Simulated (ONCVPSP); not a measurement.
**What one change does to a pseudopotential (Si (Z = 14), ONCV)**

* Element: Si
* Generator: ONCVPSP 4.0.1
* Type: optimised norm-conserving Vanderbilt (ONCV)
* Functional: PBEsol
* Relativity: scalar-relativistic
* Frozen core: [Ne]
* Valence charge: 4
* Reference configuration: 3s1.5 3p2.5
* Partial waves: 3s: rc 1.55 bohr, ncon 4, nbas 7, qcut 4.2 1/bohr, 1 projector; 3p: rc 1.55 bohr, ncon 4, nbas 7, qcut 5.1 1/bohr, 2 projectors, debl 2 Ha; d scattering state at 0.26 Ha: rc 1.25 bohr, ncon 3, nbas 8, qcut 7.1 1/bohr, 3 projectors, debl 1.8 Ha
* Local potential: polynomial inside 0.85 bohr (lpopt 4, dvloc0 3 Ha)
* Core correction: none

Change: all radii scaled by about 1.19 (s 1.84, p 1.84, d 1.48 bohr); local potential polynomial inside 1.00 bohr (lpopt 4, dvloc0 3 Ha).

Cutoffs: the cutoffs (Ha) at which the residual kinetic energy of the hardest occupied pseudo-wave falls to 1 and 0.1 mHa per electron; they do not see the model core or the augmentation charge, which bear on the density cutoff. Errors are all-electron minus pseudo energies relative to the spin-unpolarised reference configuration.

Predict the effect on cutoff, ghosts and configuration errors.

The potential gets softer (7.7 Ha and 47 Ha → 7.7 Ha and 16 Ha); the lowest positive-energy flag moves from s at 36.9 eV to none; the errors of the 4 common tests hardly move; neither file shows a bound ghost. A larger radius leaves more room for a smooth pseudo-wave, so fewer plane waves are needed.

```tsv
quantity	base	changed
cutoff, loose	7.7 Ha	7.7 Ha
cutoff, tight	47 Ha	16 Ha
loose cutoff by channel	s 7.7 Ha, p 3.6 Ha	s 7.7 Ha, p 3.5 Ha
bound ghosts	none	none
GHOST(+) flags under 300 eV	s at 36.9 eV	none
error for 3s2 3p2, meV [ΔE -3.38 eV]	+0.7	+0.4
error for 3s2 3p1, meV [ΔE 4.34 eV]	-1.0	-1.1
error for 3s2 3p0, meV [ΔE 20.30 eV]	+6.1	+6.8
error for 3s1 3p0, meV [ΔE 54.20 eV]	+77	+77
```

Base: The cutoffs count occupied waves only; projector 2 of the p channel, the hardest unoccupied one, needs 79 Ha at the loose tolerance. Changed file: The cutoffs count occupied waves only; projector 3 of the d channel, the hardest unoccupied one, needs 27 Ha at the loose tolerance.
